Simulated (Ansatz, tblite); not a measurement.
Cost and result up the ladder for [B(OH)4]- (BO4H4⁻) (9 atoms). Charge -1, multiplicity 1. Geometry: r2SCAN-D4/def2-SVPD.

Cartesian coordinates in Å:
```
B 0.001 -0.001 -0.001
O -0.518 -0.076 1.386
H -0.609 0.833 1.688
O 0.539 -1.343 -0.335
H 0.988 -1.656 0.456
O 1.004 1.091 -0.030
H 1.129 1.316 -0.957
O -1.021 0.324 -1.026
H -1.513 -0.488 -1.182
```

Ansatz on 4 threads of Arm Neoverse V1 on a shared host; xTB runs through tblite on one thread. Times are rough, summed over both states, and most runs start from the orbitals of an earlier one. PBE0-D4/def2-TZVPD serves as the yardstick here, not as an exact answer. The other state is a triplet.

The xTB rows come from tblite. HOMO above LUMO, or a gap near zero within one spin, warns that the state may not be the lowest or that an electron is smeared out.

Run but left out: GFN2-xTB (tight binding far off the other levels).

xTB has no spin-polarisation term.

| level | functions | vertical triplet (eV) | difference from PBE0-D4/def2-TZVPD (eV) | remarks |
| --- | --- | --- | --- | --- |
| PBE-D4/def2-TZVPD | 233 | 4.29 | -0.78 | HOMO above zero (triplet), gap within one spin near zero (triplet) |
| PBE0-D4/def2-TZVPD (with forces) | 233 | 5.07 | 0.00 | HOMO above zero (triplet) |
| r2SCAN-D4/def2-TZVPD | 233 | 4.68 | -0.39 | HOMO above zero (triplet), gap within one spin near zero (triplet) |
| GFN1-xTB | 28 | 9.98 | 4.92 | – |

**Question.** Estimate how long each takes.

**Answer.** GFN1-xTB 0.009 s; PBE-D4/def2-TZVPD 6.1 s; r2SCAN-D4/def2-TZVPD 20 s; PBE0-D4/def2-TZVPD (with forces) 21 s. On shared hardware such times vary by a factor of up to 3.
